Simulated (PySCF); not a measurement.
# The second ionisation energy along the 4d series

Calculated with PySCF 2.14 from differences of total energies of unrestricted determinants, without spin-orbit coupling. Values in eV. The last column holds reference values (NIST; (s) semi-empirical, (t) theoretical, else measured). Unmarked ones compare directly (S terms, centres of terms, or small fine structure); those marked * lie between the lowest fine-structure levels and include a spin-orbit shift.

```tsv
element	configurations	UHF	MP2 (valence)	SCS-MP2 (valence)	reference
Zr (def2-TZVP with the def2 core potential (28 electrons), ECP)	[Kr] 4d2 5s1 → [Kr] 4d2	12.303	12.491	12.366	13.13 *
Mo (def2-TZVP with the def2 core potential (28 electrons), ECP)	[Kr] 4d5 → [Kr] 4d4	15.144	15.657	15.315	16.16 ± 0.12 (s) *
Tc (def2-TZVP with the def2 core potential (28 electrons), ECP)	[Kr] 4d5 5s1 → [Kr] 4d5	14.288	14.732	14.436	15.26 (s)
Ru (def2-TZVP with the def2 core potential (28 electrons), ECP)	[Kr] 4d7 → [Kr] 4d6	14.961	15.968	16.085	16.76 ± 0.06 (s) *
Rh (def2-TZVP with the def2 core potential (28 electrons), ECP)	[Kr] 4d8 → [Kr] 4d7	16.179	17.406	17.413	18.08 (s) *
Pd (def2-TZVP with the def2 core potential (28 electrons), ECP)	[Kr] 4d9 → [Kr] 4d8	17.435	18.866	18.763	19.43 ± 0.12 (s) *
Ag (def2-TZVP with the def2 core potential (28 electrons), ECP)	[Kr] 4d10 → [Kr] 4d9	19.797	21.306	21.143	21.484 *
Cd (def2-TZVP with the def2 core potential (28 electrons), ECP)	[Kr] 4d10 5s1 → [Kr] 4d10	15.586	16.383	16.244	16.908
```

"Valence" correlates the outer s and p shells and, in groups 3 to 12 and the f block, the outer d or f shell, open or full, or the next shell where the ion has no valence electron left; the wider scheme adds the next inner shell.
